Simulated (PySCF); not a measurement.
Predicted microwave data (PySCF 2.14.0, PBE0-D3(BJ)/def2-SVP geometry optimisation, gas phase) for one isomer of GeH7NSSi:

* Rotational constants: A = 4202, B = 1494, C = 1179 MHz
* Dipole components: |μa| = 0.42 D, |μb| = 1.23 D, |μc| = 1.62 D
* Inertial defect: -30.08 u·Å²
* κ: -0.79

Question: Which candidate fits, each taken in the one conformer that was computed?
A. `[SiH3:1][NH:2][GeH2:3][SH:4]` with Si1–N2–Ge3–S4 -61°, N2–Ge3–S4–H -62°
B. `[NH2:1][GeH2:2][S:3][SiH3:4]` with H–N1–Ge2–S3 -77° and 150°, N1–Ge2–S3–Si4 -35°

Answer: A. It is [SiH3][NH][GeH2][SH], an asymmetric top, point group C1. The candidates at the same level (rigid rotor, commonest isotopes):

| SMILES | A (MHz) | B (MHz) | C (MHz) | μa (D) | μb (D) | μc (D) | Δ (u·Å²) | point group | rotor |
| --- | --- | --- | --- | --- | --- | --- | --- | --- | --- |
| [SiH3][NH][GeH2][SH] | 4202 | 1494 | 1179 | 0.42 | 1.23 | 1.62 | -30.08 | C1 | asymmetric top |
| [NH2][GeH2][S][SiH3] | 4376 | 1733 | 1342 | 2.15 | 1.96 | 0.20 | -30.63 | C1 | asymmetric top |

`[NH2][GeH2][S][SiH3]` has B 16 % too high. No structure here is proved a minimum.
